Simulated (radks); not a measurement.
Spherical quantum dot in the effective-mass picture: electrons in a hard-walled sphere of radius 4.53, with a point charge +1 (a donor) at the centre, all in effective atomic units (hartree* = m*/eps^2 hartree, bohr* = eps/m* bohr), one dielectric constant everywhere. Calculated with a radial shooting solver with Libxc functionals: non-relativistic Kohn-Sham, LDA (Slater exchange, Perdew-Wang correlation), spin-polarised, spherical densities. Levels are named by radial order and angular momentum (1s, 1p, 1d, 2s, ...), and open shells are averaged over m.

N = 28, configuration 1s2 1p6 1d10 2s(up 1, down 0) 1f(up 7, down 2). This is the lowest configuration that the search found. Occupied and some empty levels:

level,occupation,eigenvalue (hartree*),<r> (bohr*)
1s up,1,7.5975,3.086
1s down,1,7.6463,3.119
1p up,3,7.7229,3.260
1p down,3,7.7681,3.259
1d up,5,7.9293,3.348
1d down,5,7.9747,3.346
2s up,1,8.2066,1.563
1f up,7,8.2151,3.420
1f down,2,8.2610,3.418
2s down,0,8.3477,1.653
1g up,0,8.5752,3.481
1g down,0,8.6215,3.480
2p up,0,8.8810,2.251
2p down,0,8.9425,2.292
2d up,0,9.4194,2.548
2d down,0,9.4632,2.563

Energy (hartree*): total 117.076, kinetic 27.782, external -9.4672, Hartree 109.79, exchange-correlation -11.029.
